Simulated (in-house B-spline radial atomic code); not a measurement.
Values are calculated unless marked as measured or tabulated.
Stopping of slow ions oscillates with Z: Sc to Kr at r_s = 3

A nucleus sits in a uniform electron gas with a rigid positive background. The Kohn-Sham equations are solved self-consistently in the spin-unpolarised LDA (PW92), non-relativistic, on B-splines with outgoing waves at the boundary and partial waves to l = 8. The model has no lattice, no bands and no magnetic solution. Atomic units; δ_l are the phase shifts at the Fermi level, counted so that each bound state adds π, and good to about 0.0005. A narrow, partly filled d or f resonance in a thin gas would split by spin, so such rows rest on a solution that is probably unstable.

The density parameter is r_s = 3 bohr, near that of the valence electrons of Ag (1 per atom, density 10.5 g/cm³, mass 107.87 u, which gives r_s = 3.02). The friction coefficient Q = n k_F σ_tr gives dE/dx = Q v for slow ions.

```json
{"ion": "Sc", "δ0/π": "2.954", "δ1/π": "2.033", "δ2/π": "0.301", "δ3/π": "-0.007", "σ_tr (bohr²)": "98.52", "Q (a.u.)": "0.5573"}
{"ion": "Ti", "δ0/π": "2.977", "δ1/π": "2.034", "δ2/π": "0.397", "δ3/π": "-0.008", "σ_tr (bohr²)": "136.02", "Q (a.u.)": "0.7694"}
{"ion": "V", "δ0/π": "2.996", "δ1/π": "2.032", "δ2/π": "0.495", "δ3/π": "-0.008", "σ_tr (bohr²)": "153.14", "Q (a.u.)": "0.8662"}
{"ion": "Cr", "δ0/π": "3.013", "δ1/π": "2.031", "δ2/π": "0.591", "δ3/π": "-0.008", "σ_tr (bohr²)": "142.82", "Q (a.u.)": "0.8078"}
{"ion": "Mn", "δ0/π": "3.029", "δ1/π": "2.031", "δ2/π": "0.687", "δ3/π": "-0.007", "σ_tr (bohr²)": "109.91", "Q (a.u.)": "0.6217"}
{"ion": "Fe", "δ0/π": "3.048", "δ1/π": "2.034", "δ2/π": "0.779", "δ3/π": "-0.006", "σ_tr (bohr²)": "67.71", "Q (a.u.)": "0.3830"}
{"ion": "Co", "δ0/π": "3.071", "δ1/π": "2.044", "δ2/π": "0.866", "δ3/π": "-0.004", "σ_tr (bohr²)": "32.00", "Q (a.u.)": "0.1810"}
{"ion": "Ni", "δ0/π": "3.112", "δ1/π": "2.071", "δ2/π": "0.938", "δ3/π": "-0.002", "σ_tr (bohr²)": "13.81", "Q (a.u.)": "0.0781"}
{"ion": "Cu", "δ0/π": "3.184", "δ1/π": "2.134", "δ2/π": "0.983", "δ3/π": "-0.000", "σ_tr (bohr²)": "13.87", "Q (a.u.)": "0.0784"}
{"ion": "Zn", "δ0/π": "3.272", "δ1/π": "2.231", "δ2/π": "1.005", "δ3/π": "0.001", "σ_tr (bohr²)": "26.61", "Q (a.u.)": "0.1505"}
{"ion": "Ga", "δ0/π": "3.353", "δ1/π": "2.347", "δ2/π": "1.017", "δ3/π": "0.003", "σ_tr (bohr²)": "45.59", "Q (a.u.)": "0.2579"}
{"ion": "Ge", "δ0/π": "3.423", "δ1/π": "2.469", "δ2/π": "1.028", "δ3/π": "0.004", "σ_tr (bohr²)": "60.48", "Q (a.u.)": "0.3421"}
{"ion": "As", "δ0/π": "3.489", "δ1/π": "2.586", "δ2/π": "1.042", "δ3/π": "0.006", "σ_tr (bohr²)": "64.25", "Q (a.u.)": "0.3634"}
{"ion": "Se", "δ0/π": "3.559", "δ1/π": "2.692", "δ2/π": "1.063", "δ3/π": "0.007", "σ_tr (bohr²)": "59.86", "Q (a.u.)": "0.3386"}
{"ion": "Br", "δ0/π": "3.636", "δ1/π": "2.783", "δ2/π": "1.093", "δ3/π": "0.007", "σ_tr (bohr²)": "54.83", "Q (a.u.)": "0.3102"}
{"ion": "Kr", "δ0/π": "3.717", "δ1/π": "2.859", "δ2/π": "1.134", "δ3/π": "0.005", "σ_tr (bohr²)": "55.61", "Q (a.u.)": "0.3145"}
```

(1) Where are the largest and smallest frictions, and what do the phase shifts say there?

(2) At equal speed, Lindhard and Scharff's formula, with silicon as an example target, scales as Z^(7/6)/(Z^(2/3) + 14^(2/3))^(3/2). How does its rise from the first ion to the last compare?

## Answers

(1) Largest: V, Q = 0.8662; smallest: Ni, Q = 0.0781, a ratio of 11.1. For the largest δ2/π = 0.49: the d resonance is about half filled and sits at the Fermi level, where it scatters most. For the smallest the differences δ_l − δ_(l+1), measured from the nearest multiple of π, are 0.04π, 0.13π, 0.06π; σ_tr grows with the sines of these.

(2) It rises smoothly by 0.9576/0.7095 = 1.35, while Q changes by 0.315/0.557 = 0.56. The statistical formula averages over shells, so it can't show the oscillation.
